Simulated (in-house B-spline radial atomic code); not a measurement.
Inner levels of neodymium as electrons are removed. A shift is the extra binding of the orbital against the neutral atom ([Xe] 4f4 6s2). Computed with a B-spline radial code for spherical atoms: non-relativistic Hartree-Fock, average of the configuration, point nuclei.

This level leaves out relativity, spin-orbit splitting included, which matters for heavy ions.

```csv
ion,configuration,shift of 1s (eV),radius of 1s (bohr),Σ<r²> (bohr²),change of density at nucleus (bohr⁻³)
Nd49+,[Ne] 3s1,3494.5,0.025276,0.15725,-1108
Nd50+,[He] 2s2 2p6,3634.14,0.025275,0.086331,-3051.31
Nd51+,[He] 2s2 2p5,3980.27,0.025258,0.075565,-2778.81
Nd52+,[He] 2s2 2p4,4330.53,0.025241,0.065116,-2502.03
Nd53+,[He] 2s2 2p3,?,?,?,?
Nd54+,[He] 2s2 2p2,?,?,?,?
Nd55+,[He] 2s2 2p1,5406,0.025187,0.035551,-1645.87
Nd56+,[He] 2s2,5772.68,0.025168,0.026255,-1351.84
Nd57+,[He] 2s1,?,?,?,?
Nd58+,1s2,6406.3,0.025157,0.001689,-17336.8
Nd59+,1s1,7422.19,0.025,0.00083333,-84567.9
```

**Question.** Fill in the row of Nd53+.

**Answer.** shift of 1s (eV): 4684.92; radius of 1s (bohr): 0.025223; Σ<r²> (bohr²): 0.054971; change of density at nucleus (bohr⁻³): -2220.95.

**Question.** Fill in the row of Nd54+.

**Answer.** shift of 1s (eV): 5043.41; radius of 1s (bohr): 0.025205; Σ<r²> (bohr²): 0.045119; change of density at nucleus (bohr⁻³): -1935.57.

**Question.** Fill in the row of Nd57+.

**Answer.** shift of 1s (eV): 6088.2; radius of 1s (bohr): 0.025166; Σ<r²> (bohr²): 0.013855; change of density at nucleus (bohr⁻³): -9259.58.
